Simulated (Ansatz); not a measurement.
VO₂, relaxed as a doublet with UKS PBE0-D4/def2-TZVP in Ansatz, starting from the GFN2-xTB geometry. Force threshold 0.02 eV/Å.

No other spin state of charge 0 was run.

Start:

```xyz
3

V    -0.433    0.089   -0.381
O    -0.405    0.613    1.052
O     0.838   -0.702   -0.671
```

```
step  energy (eV)  largest force component (eV/Å)  SCF passes
   1  -29773.0954                           4.672          57
   2  -29773.3182                           1.496          60
   3  -29773.3770                           0.263          60
   4  -29773.3867                           0.217          59
   5  -29773.3913                           0.006          59
```

Force components are those of the run's own axes.

End:

```xyz
3

V    -0.416    0.086   -0.366
O    -0.468    0.672    1.120
O     0.884   -0.758   -0.754
```

By distances, no bond broke or formed. The bond that changes most is V1–O3, from 1.53 to 1.60 Å (atoms count from 1).

No frequencies were taken in this run, so the end may be a saddle point.

Hardware: 4 threads of Arm Neoverse V2 on a shared host. Wall time 14 s.
